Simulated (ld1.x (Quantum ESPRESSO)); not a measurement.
# Varying the TM potential for bromine (Br)

Base potential:

* Element: bromine
* Generator: ld1.x (Quantum ESPRESSO) 7.5
* Type: norm-conserving Troullier–Martins (Kleinman–Bylander form)
* Functional: PBE
* Relativity: scalar-relativistic
* Frozen core: [Ar] 3d10
* Valence charge: 7
* Reference configuration: 4s2 4p5
* Partial waves: 4p (bound): rc 1.25 bohr; 4d channel at -0.15 Ry: rc 1.00 bohr; 4s (bound): rc 1.05 bohr
* Local potential: the s channel
* Core correction: none

Cutoffs, loose and tight: the cutoffs (Ry, on a coarse ladder) from which the occupation-weighted sum of valence levels, in a spherical-Bessel basis at the reference potential, stays within 10 and 1 mRy of its value at 400 Ry. They do not see the model core or the augmentation charge, which bear on the density cutoff. Test errors are all-electron minus pseudo excitation energies from the reference, over the configurations 4s2 4p4; 4s2 4p3; 4s2 4p2; 4s1 4p6; 4s2 4p4.5; 4s1 4p5; 4s2 4p5.3. A dash means not determined; rows that change the core or the reference have their own tests.

A true bound ghost makes a file unfit for plane-wave use even where its test errors are small: the radial tests pick states by their node count and pass the ghost by.

```tsv
change	outcome	cutoff, loose	cutoff, tight	bound ghosts	largest test error (meV)
base	generated	120 Ry	300 Ry	p	-85
wave 4d channel at -0.15 Ry: rc 1.00 bohr becomes 4d channel at 1.12 Ry: rc 1.00 bohr	generated	120 Ry	300 Ry	p	-85
wave 4d channel at -0.15 Ry: rc 1.00 bohr becomes 4d channel at -0.15 Ry: rc 1.04 bohr	generated	120 Ry	300 Ry	p	-85
wave 4p (bound): rc 1.25 bohr becomes 4p (bound): rc 1.72 bohr	generated	100 Ry	300 Ry	p	-73
wave 4d channel at -0.15 Ry: rc 1.00 bohr becomes 4d channel at 0.42 Ry: rc 1.00 bohr	generated	120 Ry	300 Ry	p	-85
```

(1) What comes out with this change to the base: all radii scaled by about 1.20 (s 1.26, p 1.50, d 1.20 bohr)?

(2) What comes out with this change to the base: wave 4s (bound): rc 1.05 bohr becomes 4s (bound): rc 1.10 bohr?

(3) What comes out with this change to the base: functional PBEsol?

## Answers

(1) outcome: generated; cutoff, loose: 50 Ry; cutoff, tight: 100 Ry; bound ghosts: p, d; largest test error (meV): -69.

(2) outcome: generated; cutoff, loose: 110 Ry; cutoff, tight: 230 Ry; bound ghosts: p; largest test error (meV): -136.

(3) outcome: generated; cutoff, loose: 120 Ry; cutoff, tight: 300 Ry; bound ghosts: p; largest test error (meV): -76.
